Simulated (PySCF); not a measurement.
1,1-dichloro-3,3-difluoroprop-1-ene (C₃H₂Cl₂F₂), SMILES FC(F)C=C(Cl)Cl.

The structure is a stationary point at B3LYP-D3(BJ)/def2-SVP. The values are those of a single conformer.

Two levels are set side by side: PBE/def2-TZVP (PySCF) and PBE0/def2-TZVP (PySCF). Same geometry, gas phase. Differences are taken from unrounded values.

| quantity | PBE0 | PBE | PBE minus PBE0 |
|---|---|---|---|
| orbital gap (eV) | 6.78 | 4.62 | -2.16 |
| highest occupied level (eV) | -8.08 | -6.85 | 1.23 |
| lowest empty level (eV) | -1.30 | -2.23 | -0.93 |
| dipole moment (D) | 1.16 | 1.14 | -0.03 |
| mean polarisability (bohr³) | 62.2 | 64.6 | 2.3 |

Without exact exchange PBE keeps part of each electron's self-repulsion, which lifts occupied levels and narrows the gap. PBE's more diffuse valence density responds more strongly to a field. Differences between two approximate levels are no errors against the true value.

Rough cost on one machine, each run with all the roots and properties that it gave: PBE0 against PBE within a factor of 2.
